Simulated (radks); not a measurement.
The nuclear charge of the technetium ion Tc2+ is varied continuously with 41 electrons held in [Kr] 4d5. Method: scalar-relativistic Kohn-Sham, r2SCAN, spin-polarised, spherical densities, finite nucleus; open shells are filled with parallel spins first (spin-orbit coupling, left out, can overturn this in heavy ions); meta-GGA in the generalised Kohn-Sham scheme; Fermi nuclear charge, rms radius 4.4112 fm; computed with a radial shooting solver on a logarithmic mesh with Libxc functionals. By the Hellmann-Feynman theorem dE/dZ = E(electron-nucleus)/Z, the electronic potential at the nucleus (averaged over a nucleus of fixed radius). The scalar-relativistic energy here is not variational (the density holds large components alone), so the two differ by a part that grows with Z.

Z     E (hartree)  E(electron-nucleus)/Z (hartree)  HOMO  e(HOMO) (eV)  <r> HOMO (bohr)
42    -4049.08683                         -232.117    4d       -11.589            1.846
42.2  -4095.76807                         -233.620    4d       -13.861            1.785
42.4  -4142.75181                         -235.123    4d       -16.258            1.730
42.6  -4190.03793                         -236.625    4d       -18.774            1.680
42.8  -4237.62636                         -238.127    4d       -21.404            1.634
43    -4285.51705                         -239.629    4d       -24.143            1.592
43.2  -4333.71000                         -241.130    4d       -26.987            1.553
43.4  -4382.20524                         -242.632    4d       -29.934            1.517
43.6  -4431.00282                         -244.134    4d       -32.981            1.483
43.8  -4480.10282                         -245.636    4d       -36.124            1.451
44    -4529.50533                         -247.138    4d       -39.362            1.421

The central difference of E at Z = 43 is -240.209 hartree, to compare with the third column; the second derivative is -7.56 hartree.
